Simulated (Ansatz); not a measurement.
System: BBr$_{2}$, charge 0, doublet. BBr2 (SMILES Br[B]Br, doublet).
B3LYP-D3(BJ)/def2-TZVP minimum from Ansatz (a quantum-chemistry and plane-wave program):
```
B
Br 1 1.8889
Br 1 1.8889 2 126.56
```
Charge 0, spin multiplicity 2.

Total energies in cc-pVDZ, 17 correlated electrons, 29 frozen orbitals. UHF or UKS for unpaired electrons; spin-orbit terms are left out. Correlated methods leave the cores frozen (noble-gas shells, and filled d and f shells in the p block). No relativity. Spin-orbit terms, left out, reach several kcal/mol for Br and I, and more for heavier atoms.

```csv
method,program,energy (Eh),minus CCSDT(Q) (mEh)
HF,Ansatz,-5169.46714,324.93
MP2,Ansatz,-5169.75540,36.67
CCSD,Ansatz,-5169.78099,11.08
CCSD(T),Ansatz,-5169.79042,1.65
CCSDT(Q),Ansatz,-5169.79207,0.00
```

Rough core times of Ansatz's runs on a shared machine: CCSD(T) under 20 s, CCSDT(Q) 90 s.
